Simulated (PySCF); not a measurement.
A PySCF script (with the pyscf-properties extension) for the NMR shieldings of `C=C[Si@H](O)[SiH2]NC`, C3H11NOSi2, on a GFN2-xTB geometry:

```python
import basis_set_exchange as bse
import numpy as np
from pyscf import gto, dft
from pyscf.prop import nmr

atoms = """
C    -2.427435   -1.361748    0.537998
C    -2.274988   -0.246785   -0.158640
Si   -1.193632    1.220352    0.350688
O    -1.806165    2.596554   -0.289312
Si    0.986593    0.967365   -0.334224
N     1.472599   -0.606433    0.156971
C     2.783334   -1.132693   -0.124719
H    -3.036379   -2.187319    0.200320
H    -1.952687   -1.496139    1.496826
H    -2.784597   -0.180773   -1.115521
H    -1.425732    1.510405    1.768581
H    -1.933811    2.709465   -1.226142
H     1.889887    2.040778    0.143777
H     1.205338    0.969673   -1.796553
H     1.099711   -0.983090    1.014643
H     3.538090   -0.790687    0.593088
H     3.084682   -0.798290   -1.114629
H     2.766432   -2.224318   -0.114810
"""
names = dict.fromkeys(["C", "Si", "O", "N", "H"], "pcSseg-1")
basis = {el: gto.basis.parse(bse.get_basis(n, elements=[el], fmt="nwchem")) for el, n in names.items()}
mol = gto.M(atom=atoms, basis=basis, charge=0, verbose=0)
mf = dft.RKS(mol, xc="PBE0")
mf.grids.level = 2
mf.grids.alignment = dft.numint.BLKSIZE   # the property module wants whole blocks of grid points
mf.conv_tol = 1e-9
mf.kernel()

calc = nmr.RKS(mf)   # GIAO
C = mf.mo_coeff
Co = C[:, mf.mo_occ > 0]
resp = mf.gen_response(singlet=True, hermi=2)
def vind(x):   # induced exchange potential for any number of trial vectors
    d = np.einsum("pi,xij,qj->xpq", C, 2 * x.reshape(-1, C.shape[1], Co.shape[1]), Co, optimize=True)
    return np.einsum("xpq,pi,qj->xij", resp(d - d.transpose(0, 2, 1)), C, Co, optimize=True).ravel()
mo1, _ = nmr.rhf.solve_mo1(calc, with_cphf=vind)
sigma = calc.kernel(mo1)
for i, s in enumerate(sigma):   # ppm
    print("%2d %-2s %9.2f" % (i, mol.atom_pure_symbol(i), np.trace(s) / 3))
```

Problem. Give the expected output.

Solution. 
```
 0 C      47.60
 1 C      39.27
 2 Si    360.54
 3 O     322.23
 4 Si    408.21
 5 N     263.11
 6 C     151.36
 7 H      25.35
 8 H      25.94
 9 H      25.20
10 H      26.16
11 H      31.35
12 H      26.87
13 H      27.12
14 H      32.73
15 H      28.84
16 H      29.30
17 H      28.82
```

These numbers come from an equivalent density-fitted implementation of the same equations, which agrees with the script to about 0.01 ppm for H and up to a few tenths of a ppm for heavy atoms, so last digits may differ.

Problem. Turn these shieldings into chemical shifts. δ = σ(ref) − σ, references computed at the same level: ¹³C (186.93 ppm), ²⁹Si (349.16 ppm), ¹H (31.72 ppm) against TMS; ¹⁷O (336.08 ppm) against H2O; ¹⁵N (267.73 ppm) against NH3.

Solution. Averaging equivalent atoms: C 1: 147.7; C 0: 139.3; C 6: 35.6; Si 2: -11.4; Si 4: -59.1; O 3: 13.9; N 5: 4.6; H 9: 6.52; H 7: 6.37; H 8: 5.77; H 10: 5.55; H 12: 4.85; H 13: 4.59; H 15/16/17: 2.73; H 11: 0.37; H 14: -1.01 ppm. Experimental scales use liquid or dissolved standards, which lie at an offset from isolated NH3 (liquid NH3: subtract about 20 ppm) and H2O (liquid H2O: subtract about 36 ppm).

Size and cost of the density-fitted run: 188 basis functions, 33 s wall time on 1 thread of an Arm Neoverse V2, shared host; peak memory 0.83 GiB.
